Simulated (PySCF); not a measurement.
Which determinant of AsO lies lowest?

Unrestricted PBE0; As cc-pVTZ-PP with ECP10, O cc-pVTZ; scalar-relativistic core potentials (PySCF 2.14). Outer shells of the fragments: As 3d10 4s2 4p3; O 2s2 2p4.

Followed along the bond (rough minima from three points):

```csv
2Ms+1,unpaired,⟨S²⟩ at the start,R at minimum (Å),Te (eV)
2,π ↑,0.76,1.62,0.00
4,π ↑↑↑,3.76,none in the scan,≤ 2.32
```

Solutions found at the starting distance of 1.775 Å, counted from the lowest of them; the search is not exhaustive and high or unbound solutions are not listed, so other states can lie among these:

```json
{"2Ms+1": "2", "unpaired": "π ↑", "term": "²Π", "E (eV)": "0.00", "⟨S²⟩": "0.76", "⟨Lz²⟩": "1.01", "μ (D)": "-3.14"}
{"2Ms+1": "4", "unpaired": "π ↑↑↑", "term": "⁴Π", "E (eV)": "1.86", "⟨S²⟩": "3.76", "⟨Lz²⟩": "1.00", "μ (D)": "-1.05"}
{"2Ms+1": "2", "unpaired": "π ↑↑↓", "term": "mixed", "E (eV)": "2.28", "⟨S²⟩": "1.76", "⟨Lz²⟩": "3.03", "μ (D)": "-1.08"}
{"2Ms+1": "4", "unpaired": "σ ↑, π ↑↑", "term": "⁴Σ⁻", "E (eV)": "2.87", "⟨S²⟩": "3.76", "⟨Lz²⟩": "0.00", "μ (D)": "-2.13"}
{"2Ms+1": "2", "unpaired": "σ ↓, π ↑↑", "term": "mixed", "E (eV)": "3.36", "⟨S²⟩": "1.76", "⟨Lz²⟩": "0.00", "μ (D)": "-2.03"}
{"2Ms+1": "2", "unpaired": "π ↑", "term": "mixed", "E (eV)": "3.67", "⟨S²⟩": "0.75", "⟨Lz²⟩": "3.01", "μ (D)": "-1.08"}
{"2Ms+1": "2", "unpaired": "σ ↑", "term": "²Σ⁺", "E (eV)": "3.79", "⟨S²⟩": "0.93", "⟨Lz²⟩": "0.00", "μ (D)": "-1.99"}
{"2Ms+1": "4", "unpaired": "σ ↑, π ↑↑", "term": "mixed", "E (eV)": "5.53", "⟨S²⟩": "3.76", "⟨Lz²⟩": "2.01", "μ (D)": "-0.43"}
{"2Ms+1": "4", "unpaired": "σ ↑, π ↑↑", "term": "mixed", "E (eV)": "5.99", "⟨S²⟩": "3.76", "⟨Lz²⟩": "2.01", "μ (D)": "-0.62"}
{"2Ms+1": "2", "unpaired": "σ ↓, π ↑↑", "term": "mixed", "E (eV)": "6.10", "⟨S²⟩": "1.77", "⟨Lz²⟩": "2.01", "μ (D)": "-0.35"}
```

A term symbol is given only where ⟨S²⟩ and ⟨Lz²⟩ are close to those of a pure state; real π, δ and φ orbitals otherwise mix terms. A positive dipole means As(−)O(+).

Spin–orbit coupling is left out. Counting both spins, an empty level lies below a filled one in some of these solutions, because spin and occupation are held.
